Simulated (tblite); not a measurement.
Record of a relaxation.

C4H2F3O (doublet state).
Atom-mapped SMILES: `[F:1]/[C:2]=[C:3](/[F:4])[O:5]/[CH:6]=[CH:7]\[F:8]` (hydrogens: H9 on C6; H10 on C7)
Bond orders are those of one Lewis drawing.

Computed with GFN2-xTB (tblite), gas phase: L-BFGS steps from a force-field or distance-geometry start until the largest atomic force falls under 0.01 eV/Å. 7 of its 73 geometries are shown.

Step 0: E = -752.5742 eV, largest atomic force 2.545 eV/Å
```
atom  x, y, z in Å  |  force x, y, z in eV/Å
F1      3.206    2.000    0.538   -1.552  -1.512  -0.753
C2      2.274    1.124    0.102    1.909   1.550   0.657
C3      1.404    0.263   -0.298   -0.434   1.126   1.100
F4      1.709   -0.646   -1.246   -0.679  -0.293   0.030
O5      0.137    0.352    0.265    0.564  -0.905  -1.014
C6     -0.831   -0.532   -0.157    0.303   0.037  -0.023
C7     -2.062   -0.511    0.333   -0.268   0.169   0.306
F8     -2.442    0.379    1.275    0.127  -0.214  -0.263
H9     -0.510   -1.248   -0.903   -0.268  -0.034   0.039
H10    -2.876   -1.176    0.069    0.298   0.076  -0.079
```

Step 12: E = -752.9351 eV, largest atomic force 0.475 eV/Å
```
atom  x, y, z in Å  |  force x, y, z in eV/Å
F1      3.050    1.998    0.602   -0.263   0.081   0.212
C2      2.475    1.038   -0.066    0.020   0.154   0.059
C3      1.395    0.330   -0.234    0.178  -0.119  -0.198
F4      1.574   -0.635   -1.181   -0.342  -0.312  -0.106
O5      0.150    0.378    0.290    0.068  -0.132  -0.120
C6     -0.804   -0.513   -0.147    0.051  -0.054  -0.047
C7     -2.045   -0.519    0.321    0.081   0.227   0.185
F8     -2.402    0.371    1.253   -0.349   0.019   0.137
H9     -0.542   -1.244   -0.889    0.238  -0.076  -0.176
H10    -2.841   -1.199    0.030    0.319   0.213   0.054
```

Step 24: E = -753.0987 eV, largest atomic force 0.195 eV/Å
```
atom  x, y, z in Å  |  force x, y, z in eV/Å
F1      2.711    1.952    0.742    0.005   0.121   0.108
C2      2.486    1.069   -0.202   -0.151  -0.068  -0.090
C3      1.472    0.221   -0.293    0.016   0.037   0.014
F4      1.547   -0.741   -1.230    0.082  -0.058  -0.047
O5      0.255    0.346    0.283    0.082   0.020   0.124
C6     -0.762   -0.454   -0.123    0.046  -0.050  -0.032
C7     -1.999   -0.436    0.360    0.068   0.001  -0.046
F8     -2.446    0.403    1.291    0.003   0.028   0.022
H9     -0.532   -1.199   -0.867    0.009  -0.108  -0.133
H10    -2.723   -1.157    0.017   -0.161   0.077   0.079
```

Step 36: E = -753.1489 eV, largest atomic force 0.237 eV/Å
```
atom  x, y, z in Å  |  force x, y, z in eV/Å
F1      2.476    2.023    0.770    0.026   0.103   0.092
C2      2.399    1.142   -0.201   -0.061  -0.151  -0.172
C3      1.508    0.165   -0.299    0.005   0.016   0.037
F4      1.637   -0.761   -1.267    0.034   0.069   0.057
O5      0.326    0.144    0.355   -0.093  -0.096  -0.034
C6     -0.737   -0.544   -0.139   -0.016   0.006  -0.034
C7     -1.967   -0.399    0.353    0.016   0.032  -0.022
F8     -2.261    0.478    1.316   -0.009  -0.107  -0.026
H9     -0.560   -1.250   -0.942    0.004   0.013   0.068
H10    -2.812   -0.993    0.032    0.095   0.116   0.033
```

Step 48: E = -753.1563 eV, largest atomic force 0.063 eV/Å
```
atom  x, y, z in Å  |  force x, y, z in eV/Å
F1      2.443    2.055    0.749   -0.013  -0.023  -0.057
C2      2.361    1.164   -0.218    0.026   0.030   0.034
C3      1.511    0.152   -0.287   -0.024  -0.011   0.022
F4      1.661   -0.766   -1.258    0.000  -0.003  -0.001
O5      0.344    0.074    0.390    0.002  -0.031   0.019
C6     -0.732   -0.565   -0.137   -0.011   0.009   0.000
C7     -1.959   -0.383    0.346   -0.001  -0.018   0.014
F8     -2.226    0.450    1.352   -0.008  -0.005  -0.030
H9     -0.566   -1.264   -0.946   -0.002   0.044  -0.017
H10    -2.828   -0.913   -0.013    0.031   0.007   0.015
```

Step 60: E = -753.1588 eV, largest atomic force 0.022 eV/Å
```
atom  x, y, z in Å  |  force x, y, z in eV/Å
F1      2.423    2.081    0.713   -0.006   0.001   0.004
C2      2.345    1.164   -0.227   -0.006  -0.011  -0.010
C3      1.515    0.137   -0.274    0.010   0.000   0.002
F4      1.667   -0.785   -1.243    0.013  -0.004   0.017
O5      0.362    0.029    0.427   -0.008   0.019  -0.009
C6     -0.726   -0.562   -0.128    0.002   0.005  -0.015
C7     -1.956   -0.377    0.345    0.006  -0.010   0.016
F8     -2.228    0.427    1.373   -0.001   0.001   0.016
H9     -0.569   -1.224   -0.968   -0.001  -0.004  -0.018
H10    -2.824   -0.886   -0.041   -0.009   0.005  -0.003
```

Step 72: E = -753.1626 eV, largest atomic force 0.006 eV/Å
```
atom  x, y, z in Å  |  force x, y, z in eV/Å
F1      2.386    2.130    0.630    0.000   0.003   0.001
C2      2.353    1.141   -0.238    0.005  -0.001   0.001
C3      1.527    0.110   -0.240   -0.004  -0.001  -0.005
F4      1.717   -0.881   -1.131    0.003   0.002   0.002
O5      0.353    0.046    0.426    0.004  -0.001  -0.001
C6     -0.737   -0.514   -0.160   -0.001   0.000   0.000
C7     -1.958   -0.385    0.353    0.000   0.001   0.002
F8     -2.213    0.322    1.454   -0.003   0.000   0.001
H9     -0.586   -1.105   -1.053   -0.004  -0.002   0.000
H10    -2.833   -0.859   -0.063    0.000  -0.001  -0.001
```

**Question.** Summarise the path.

**Answer.** The energy falls by 13.57 kcal/mol from step 0 to step 72; nine tenths of that is first reached at step 26. It never rises by more than 0.2 meV. The largest force goes from 2.545 to 0.006 eV/Å. Among the bonds C3–O5 changes most, from 1.389 to 1.352 Å; the atoms move by 0.372 Å rms after alignment.

The cost below is that of the whole relaxation. Time: 0.27 s. Hardware: an Arm Neoverse V2 with one thread, shared host with 96 logical CPUs at a one-minute load of 47.
